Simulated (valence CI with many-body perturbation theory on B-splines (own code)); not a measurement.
**Cs⁵⁰⁺: fill in the table**

Level of theory: relativistic CI+MBPT: three valence electrons over a frozen Dirac-Fock core [He], a basis of 11 s, 11 p, 9 d, 7 f, 5 g, 2 h, 1 i functions for each j, with the one-electron correlation potential Σ1, the two-electron term Σ2, the three-electron term Σ3, Breit, model QED; selected CI, second order for the rest (own B-spline code, finite nucleus).

No measured spectrum was set against this ion. As an estimate, large intervals hold to a few tenths of a per cent, small ones and those within an open d or f shell to about a per cent.

```csv
Level,E (eV)
(2s^2 2p1/2) J=1/2,0.0
(2s 2p1/2^2) J=1/2,168.0
(2s^2 2p3/2) J=3/2,?
(2s 2p1/2 2p3/2) J=3/2 [a],505.6
(2s 2p1/2 2p3/2) J=5/2,537.9
(2s 2p1/2 2p3/2) J=1/2,589.0
(2s 2p1/2 2p3/2) J=3/2 [b],589.0
(2p1/2^2 2p3/2) J=3/2,768.5
(2s 2p3/2^2) J=5/2,?
(2s 2p3/2^2) J=1/2,987.5
(2s 2p3/2^2) J=3/2,?
(2p1/2 2p3/2^2) J=3/2,?
(2p1/2 2p3/2^2) J=5/2,1144.2
(2p1/2 2p3/2^2) J=1/2,1183.4
(2p3/2^3) J=3/2,1545.8
(2s^2 3s) J=1/2,?
(2s^2 3p1/2) J=1/2,5457.4
(2s 2p1/2 3s) J=1/2 [a],?
(2s 2p1/2 3s) J=3/2,5530.3
(2s 2p1/2 3s) J=1/2 [b],5552.9
```

Levels are named by their leading jj configuration (3d3/2^4 stands for four electrons in 3d with j = 3/2), which in mixed levels can hold well under half, so a name can repeat and another be missing. Letters in brackets count levels of one name in rising energy.

(1) The levels stand in rising order. What does the calculation give for the missing energies?

Answers

(1) (2s^2 2p3/2) J=3/2 388.4; (2s 2p3/2^2) J=5/2 912.1; (2s 2p3/2^2) J=3/2 988.5; (2p1/2 2p3/2^2) J=3/2 1124.3; (2s^2 3s) J=1/2 5399.4; (2s 2p1/2 3s) J=1/2 [a] 5513.1.
